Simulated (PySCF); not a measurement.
# Reading the logs of faulty runs: AlBH3NSi

Calculated results; nothing here was measured. The program is PySCF 2.14.0, an open-source quantum chemistry code, run on an isolated molecule that a program drew, which may never have been made. The molecule is AlBH3NSi (charge 0, singlet), drawn as the SMILES string `[Al][B]=N[SiH3]`.

Each row is a Hartree-Fock (HF) and frozen-core CCSD(T) single point in the cc-pV(D+d)Z basis, meant for a local HF minimum. Run 1 is clean. Each other run has one planted mistake out of seven kinds, and not every kind appears here: one electron removed, one electron added, multiplicity raised by two, geometry at a saddle point, minimal basis STO-3G, one bond length entered in bohr, all coordinates scaled. The reference is restricted for singlets and unrestricted otherwise, and also for a bond in bohr. Adding or removing an electron swaps singlet and doublet. Electrons count all cores. HOMO and LUMO are orbital energies over both spins, the gradient is its largest component, and the lowest frequency (negative if imaginary) is given only where the gradient is small. Bond lengths are over the 6 bonds as drawn. T1 is the CCSD diagnostic: over 0.02 (restricted) or 0.045 (unrestricted) a single reference is doubtful.

Geometry of the clean run:
```xyz
7
AlBH3NSi, angstrom
Al   -1.3815    0.4182    3.7961
B    -0.9607    0.2127    1.6061
N    -0.7255    0.0978    0.3811
Si   -0.4056   -0.0589   -1.2858
H     0.3481    1.1138   -1.7869
H    -1.6681   -0.1607   -2.0540
H     0.3981   -1.2744   -1.5527
```

```
run,electrons,basis functions,<S^2>,HOMO (eV),LUMO (eV),gradient (hartree/bohr),lowest frequency (cm^-1),mean bond (Å),longest bond (Å),T1,HF (hartree),CCSD(T) (hartree),mistake
1,42,89,0.000,-8.34,0.26,4.7e-06,87,1.6068,2.240,0.0180,-611.75384,-612.19254,no fault
2,42,89,0.000,-8.46,0.22,4.7e-02,-,1.6566,2.309,0.0192,-611.74716,-612.19077,all coordinates scaled
3,43,89,0.972,-0.75,5.39,5.6e-02,-,1.6068,2.240,0.0467,-611.76292,-612.20591,one electron added
4,41,89,0.856,-14.95,-6.53,5.9e-02,-,1.6068,2.240,0.0299,-611.48040,-611.89239,one electron removed
5,42,89,0.988,-8.28,0.21,1.0e-02,-,1.8265,2.799,0.0693,-611.64107,-612.07093,?
```

**Which mistake was planted in run 5, and what did it cost?**

The mean bond changes by a factor of 1.137 and the longest by 1.250, so the molecule wasn't scaled as a whole. A length L in bohr read as angstrom grows by (1/0.5292 - 1) L = 0.890 L. The 6 bonds together grew by 6 x 0.2197 = 1.318 Å, which gives L = 1.482 Å. That is the length of one of the H-Si bonds, 1.481 Å in the clean geometry. So the mistake is: one bond length entered in bohr. Subtracting run 1 and multiplying by 627.51 kcal/mol a hartree, the energy moved by 70.8 kcal/mol in HF and 76.3 kcal/mol in CCSD(T).

Cautions from the logs. Run 3: T1 is over the limit, so its CCSD(T) energy is less reliable; run 5: T1 is over the limit, so its CCSD(T) energy is less reliable.
